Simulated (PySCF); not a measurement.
**A run with a changed setting**

The sound run of [CeCl4]− (singlet in the valence; each metal's 4f electrons, 1 of them, lie in its core potential, out of spins and levels) uses PySCF 2.14.0, RKS r2SCAN, Ce lcecp-1-SVP with ECP47, Cl def2-SVP; non-relativistic Hamiltonian with scalar-relativistic core potentials where named; density fitting; no spin-orbit coupling, grid (50, 194), threshold 1e-8 and 55 cycles at the relaxed geometry. This run, with dm0 from free metal ions and neutral atoms, differs:

```python
mol = gto.M(atom='''
Ce    -0.00000     0.00000    -0.00000
Cl     1.53590     1.53590     1.53590
Cl    -1.53590    -1.53590     1.53590
Cl     1.53590    -1.53590    -1.53590
Cl    -1.53590     1.53590    -1.53590''',
    basis={'Ce': 'lcecp-1-SVP', 'Cl': 'def2-SVP'},
    ecp={'Ce': 'lcecp-1-SVP'},
    charge=-1, spin=0)
mf = dft.RKS(mol, xc='R2SCAN')
mf.grids.atom_grid = (15, 26)  # f atoms: unpruned
mf = mf.density_fit()  # fitting sets: Ce AutoAux, Cl def2-universal-JKFIT
mf.conv_tol = 1e-08; mf.max_cycle = 55
mf.kernel(dm0)
mf.nuc_grad_method().kernel()
```

Question: What was changed, and how did it end?

Answer: The integration grid was changed. It converged in 8 cycles, 16.693 eV from the sound run, largest force component 1.20 eV/Å. These settings are unsound on purpose: the numbers aren't the compound's.
```
init E= -1904.03419698667
cycle= 1 E= -1871.72767744359  delta_E= 32.3  |g|= 1.69  |ddm|= 3.46
cycle= 2 E= -1871.66187727044  delta_E= 0.0658  |g|= 1.36  |ddm|= 3.53
cycle= 3 E= -1872.14525203694  delta_E= -0.483  |g|= 0.438  |ddm|= 2.42
cycle= 4 E= -1872.20967768668  delta_E= -0.0644  |g|= 0.0855  |ddm|= 0.733
cycle= 5 E= -1872.21242606629  delta_E= -0.00275  |g|= 0.00865  |ddm|= 0.154
cycle= 6 E= -1872.21244558624  delta_E= -1.95e-05  |g|= 0.00227  |ddm|= 0.0101
cycle= 7 E= -1872.21244751789  delta_E= -1.93e-06  |g|= 0.000142  |ddm|= 0.00388
cycle= 8 E= -1872.21244752363  delta_E= -5.74e-09  |g|= 1.57e-05  |ddm|= 0.000237
Extra cycle  E= -1872.21244752346  delta_E= 1.66e-10  |g|= 2.67e-05  |ddm|= 6.05e-05
converged SCF energy = -1872.21244752346
```

Run from Python with OMP_NUM_THREADS=2; the lines above give its settings. Where DIIS fails, smearing, a level shift and second-order steps follow.
It took 3.9 s on 2 threads of Arm Neoverse V1 (shared host).

No frequency check is given that shows the relaxed geometry to be a minimum. An lcecp potential fixes the number of 4f electrons, so in runs with it no electron can move into or out of that shell.
